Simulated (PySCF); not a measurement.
Spectrum to structure. Level of theory: PySCF 2.14.0, density-fitted response routines, TDDFT CAM-B3LYP/def2-SVPD, vertical, gas phase, core orbitals frozen in the response. Geometries: GFN2-xTB, one conformer each.

| state | ν̃ (cm⁻¹) | f | main configurations (H = HOMO, L = LUMO) |
| --- | --- | --- | --- |
| S1 | 50570 | 0.022 | H→L (48%), H→L+1 (22%), H→L+2 (19%) |
| S2 | 57550 | 0.026 | H→L (37%), H→L+3 (32%), H→L+2 (14%) |
| S3 | 60100 | 0.0073 | H→L+2 (30%), H→L+1 (25%), H→L+4 (23%) |
| S4 | 61130 | 0.0039 | H-1→L (84%) |
| S5 | 62390 | 0.0084 | H→L+4 (52%), H→L+3 (16%), H→L+2 (13%) |
| S6 | 62920 | 0.0038 | H→L+3 (32%), H→L+1 (30%), H→L (10%) |
| S7 | 66530 | 0.012 | H-2→L (71%), H-1→L+1 (9%) |
| S8 | 66900 | 0.012 | H-1→L+1 (69%), H-1→L+2 (14%), H-2→L (9%) |

Triplets computed (Tamm–Dancoff): 5.99, 6.95, 7.22 eV.

Orbital energies (eV): HOMO-3 -11.38, HOMO-2 -10.98, HOMO-1 -10.08, HOMO -8.50, LUMO 0.92, LUMO+1 1.26, LUMO+2 1.63.

Problem. Which candidate is it?
A. `FC[SiH2]CCN`
B. `CC(C)=NN`
C. `NCCC[SiH2]F`

Solution. C. Its S1 lies at 6.27 eV; the nearest of the others has S1 at 6.54 eV. S1 is HOMO→LUMO (48%), HOMO→LUMO+1 (22%), HOMO→LUMO+2 (19%). Löwdin shares by element: HOMO nitrogen 61%, carbon 20% or more, hydrogen 6% or more; LUMO silicon 26%, hydrogen 20% or more, carbon 9% or more (atoms not listed hold the other 45%). At the same level the other candidates give, for their lowest levels:
- `CC(C)=NN`: 5.92 eV (f 0.021); 6.17 eV (f 0.003); 6.61 eV (f 0.332); 6.83 eV (f 0.006); 7.24 eV (f 0.002); T1 4.15 eV; HOMO -7.64, LUMO 1.30 eV
- `NCC[SiH2]CF`: 6.54 eV (f 0.016); 7.46 eV (f 0.008); 7.63 eV (f 0.004); 7.71 eV (f 0.019); 7.95 eV (f 0.027); T1 6.24 eV; HOMO -8.87, LUMO 1.06 eV

Conformer computed: `[NH2:1][CH2:2][CH2:3][CH2:4][SiH2:5][F:6]`: N1–C2–C3–C4 -178°, C2–C3–C4–Si5 -64°, C3–C4–Si5–F6 -165°, H–N1–C2–C3 60°, H–N1–C2–C3 -59°.

Without π bonds the low states are Rydberg-like; a valence basis with one diffuse set may place them up to an eV too high.
